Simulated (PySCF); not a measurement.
NMR problem set

[PySCF 2.14.0 with density-fitted response routines: GIAO PBE0/pcSseg-1 shieldings; geometry: GFN2-xTB; no relativistic terms; fast rotation and ring inversion assumed for equivalent nuclei; no solvent model; single conformer]

Scale: ¹H (σref 31.72), ¹³C (σref 186.93) vs TMS (reference shieldings calculated alike). Splittings of carbon signals by F and P are missing where no couplings were computed. Where no couplings were computed, multiplicities follow the n + 1 count of equivalent neighbours, and m marks all less simple cases (inequivalent or close neighbours, rings, F or P nearby). Shifts are as computed. Against solution values, carbons near 30 ppm lie about +3 ppm off and those near 130 ppm about +5 ppm. Of 1211 compounds with measured shifts, 218 miss one by over three times the rms of a fit or turn the order of signals round; such compounds aren't used in these exercises.

(1) C₅H₉FO. ¹H NMR (500 MHz, computed): δ 3.85 (s, 3H), 1.72 (s, 3H), 1.68 (s, 3H). ¹³C{¹H} NMR (computed): δ 164.0 (C), 91.7 (C), 56.5 (CH3), 17.8 (CH3), 17.2 (CH3). What is it?

(2) C₆H₁₂Si. ¹H NMR (500 MHz, computed): δ 4.12 (q, 2H), 1.61 (s, 1H), 1.33 (s, 6H), 0.32 (t, 3H). ¹³C{¹H} NMR (computed): δ 96.3 (C), 75.3 (CH), 28.2 (CH3), 17.0 (C), -9.1 (CH3). What is it?

## Answers

(1) `InChI=1S/C5H9FO/c1-4(2)5(6)7-3/h1-3H3`. The formula gives 1 degree of unsaturation (no ring in the answer). 5 carbon signals for 5 carbons: no two carbons are equivalent. Carbon types of the structure: 2 × C, 3 × CH3, which accounts for all hydrogens. δC 164.0: alkene carbon bearing oxygen; an sp2 carbon further deshielded by the attached heteroatom. δC 91.7: β carbon of an enol-ether or enamine type C=C; the O or N lone pair pushes π density onto this β carbon and shields it. δC 17.8, 17.2: allylic methyl carbon; saturated and bonded to C and H only. δH 3.85: hydrogen on a methyl carbon bonded to O; its carbon carries O, hence the downfield position.

This is the structure that produced the data.

(2) SMILES C#CC(C)(C)[SiH2]C. The formula gives 2 degrees of unsaturation (no ring in the answer). 5 carbon signals for 6 carbons: some carbons are equivalent by symmetry or fast rotation. Carbon types of the structure: 2 × C, 1 × CH, 3 × CH3, leaving 2 H on heteroatoms. δC 96.3: alkyne carbon; sp carbons lie upfield of alkene carbons because the cylindrical π system leaves one tensor component strongly shielded. δC 75.3: terminal alkyne carbon; the triple bond shields along its axis, which puts it between sp3 and sp2 carbons. δC 28.2: methyl carbon; aliphatic region, no heteroatom directly attached. δH 1.61: hydrogen on a terminal alkyne carbon; it lies on the axis of the triple bond, in its shielding cone.

The data come from this structure; uniqueness wasn't tested.
